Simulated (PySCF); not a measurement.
Si(H)2(OH)(SMe) (CH6OSSi), SMILES CS[SiH2]O.

Geometry optimised at ωB97X-D3(BJ)/def2-SVP. This is a generated structure with no PubChem entry under its InChIKey; it may be hypothetical. The values are those of a single conformer.

Computed with TDA-CAM-B3LYP/def2-SVPD run with PySCF.

Vertical excitations. 

Computed UV-visible absorptions:
```json
[
 {"state": "S1", "energy (eV)": "5.53", "λ (nm)": "224", "f": "0.004", "main pairs": "HOMO→LUMO 77 %"},
 {"state": "S2", "energy (eV)": "6.34", "λ (nm)": "195", "f": "0.047", "main pairs": "HOMO→LUMO+1 73 %"},
 {"state": "S3", "energy (eV)": "6.79", "λ (nm)": "183", "f": "0.020", "main pairs": "HOMO→LUMO+3 41 %, HOMO→LUMO+2 30 %, HOMO−1→LUMO 8 %, HOMO→LUMO+5 7 %"},
 {"state": "S4", "energy (eV)": "7.03", "λ (nm)": "176", "f": "0.004", "main pairs": "HOMO→LUMO+2 52 %, HOMO→LUMO+3 14 %, HOMO→LUMO+1 11 %, HOMO−1→LUMO 10 %"},
 {"state": "S5", "energy (eV)": "7.18", "λ (nm)": "173", "f": "0.017", "main pairs": "HOMO−1→LUMO 68 %, HOMO→LUMO+3 15 %"},
 {"state": "S6", "energy (eV)": "7.48", "λ (nm)": "166", "f": "0.026", "main pairs": "HOMO→LUMO+4 81 %"},
 {"state": "S7", "energy (eV)": "7.64", "λ (nm)": "162", "f": "0.013", "main pairs": "HOMO→LUMO+5 57 %, HOMO−1→LUMO+1 14 %"},
 {"state": "S8", "energy (eV)": "7.75", "λ (nm)": "160", "f": "0.049", "main pairs": "HOMO−2→LUMO 42 %, HOMO→LUMO+5 22 %, HOMO−1→LUMO+1 22 %"},
 {"state": "S9", "energy (eV)": "7.98", "λ (nm)": "155", "f": "0.109", "main pairs": "HOMO−1→LUMO+1 47 %, HOMO−2→LUMO 27 %, HOMO→LUMO+6 10 %"},
 {"state": "S10", "energy (eV)": "8.01", "λ (nm)": "155", "f": "0.011", "main pairs": "HOMO→LUMO+6 59 %"},
 {"state": "T1", "energy (eV)": "5.14", "λ (nm)": "241", "f": "0", "main pairs": "HOMO→LUMO 68 %, HOMO→LUMO+1 10 %"},
 {"state": "T2", "energy (eV)": "6.06", "λ (nm)": "204", "f": "0", "main pairs": "HOMO→LUMO+1 62 %, HOMO→LUMO+2 16 %"},
 {"state": "T3", "energy (eV)": "6.16", "λ (nm)": "201", "f": "0", "main pairs": "HOMO→LUMO+2 37 %, HOMO→LUMO+3 27 %, HOMO→LUMO 10 %, HOMO→LUMO+5 8 %"},
 {"state": "T4", "energy (eV)": "6.52", "λ (nm)": "190", "f": "0", "main pairs": "HOMO−1→LUMO 72 %"}
]
```
Triplets are in the Tamm–Dancoff approximation.
